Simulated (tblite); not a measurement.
C7H13N3.
Bonds: C1–C2, C2–C3, C2–C4, C2–C5, C5–N6, N6–N7 (aromatic), N7–C8 (aromatic), C8–C9 (aromatic), C9–N10 (aromatic), N6–N10 (aromatic). Hydrogens: H11, H12, H13 on C1; H14, H15, H16 on C3; H17, H18, H19 on C4; H20, H21 on C5; H22 on C8; H23 on C9.

Computed with GFN2-xTB (tblite), gas phase: L-BFGS steps from a force-field or distance-geometry start until the largest atomic force falls under 0.01 eV/Å.

At the end of the run (lengths in Å): N6–N7 1.310, N6–N10 1.310, C2–C3 1.528, C4–H19 1.087, C1–H11 1.087, C9–N10 1.325, N7–C8 1.325, C2–C5–N6 113.1°, N6–N7–C8 104.7°, N7–N6–N10 114.9°, N7–C8–C9 107.8°, C1–C2–C5–N6 180°, C2–C5–N6–N7 -90°, H14–C3–C2–C1 179°, H17–C4–C2–C1 -59°.

Task: These geometries were met on the way; a selection of coordinates is given. Order them by energy above the end point, lowest first.
A. N6–N7 1.355, N6–N10 1.349, C2–C3 1.548, C4–H19 1.105, C1–H11 1.104, C9–N10 1.343, N7–C8 1.341, C2–C5–N6 116.5°, N6–N7–C8 101.9°, N7–N6–N10 117.1°, N7–C8–C9 109.5°, C1–C2–C5–N6 180°, C2–C5–N6–N7 -92°, H14–C3–C2–C1 -175°, H17–C4–C2–C1 -64°
B. N6–N7 1.310, N6–N10 1.310, C2–C3 1.527, C4–H19 1.089, C1–H11 1.087, C9–N10 1.326, N7–C8 1.326, C2–C5–N6 115.3°, N6–N7–C8 104.8°, N7–N6–N10 114.9°, N7–C8–C9 107.8°, C1–C2–C5–N6 180°, C2–C5–N6–N7 -92°, H14–C3–C2–C1 -177°, H17–C4–C2–C1 -63°
C. N6–N7 1.312, N6–N10 1.311, C2–C3 1.534, C4–H19 1.088, C1–H11 1.089, C9–N10 1.328, N7–C8 1.327, C2–C5–N6 115.7°, N6–N7–C8 104.9°, N7–N6–N10 114.4°, N7–C8–C9 107.9°, C1–C2–C5–N6 180°, C2–C5–N6–N7 -92°, H14–C3–C2–C1 -176°, H17–C4–C2–C1 -64°
D. N6–N7 1.310, N6–N10 1.310, C2–C3 1.530, C4–H19 1.087, C1–H11 1.087, C9–N10 1.325, N7–C8 1.325, C2–C5–N6 114.3°, N6–N7–C8 104.7°, N7–N6–N10 114.9°, N7–C8–C9 107.8°, C1–C2–C5–N6 180°, C2–C5–N6–N7 -92°, H14–C3–C2–C1 -179°, H17–C4–C2–C1 -61°
E. N6–N7 1.319, N6–N10 1.319, C2–C3 1.538, C4–H19 1.094, C1–H11 1.091, C9–N10 1.316, N7–C8 1.315, C2–C5–N6 115.8°, N6–N7–C8 104.5°, N7–N6–N10 114.9°, N7–C8–C9 108.0°, C1–C2–C5–N6 180°, C2–C5–N6–N7 -92°, H14–C3–C2–C1 -176°, H17–C4–C2–C1 -64°

Result: D (0.011 eV), B (0.021 eV), C (0.037 eV), E (0.067 eV), A (0.234 eV).

```
step  E above end (eV)  rms distance from the end, all atoms (Å)  largest force (eV/Å)  rms shift of all bonds from the end (Å)
  21             0.011                                     0.076                 0.056                                    0.001
   9             0.021                                     0.104                 0.079                                    0.001
   4             0.037                                     0.111                 0.278                                    0.004
   1             0.067                                     0.114                 0.647                                    0.008
   0             0.234                                     0.115                 2.954                                    0.017
```

Rows stand in the order of the answer.
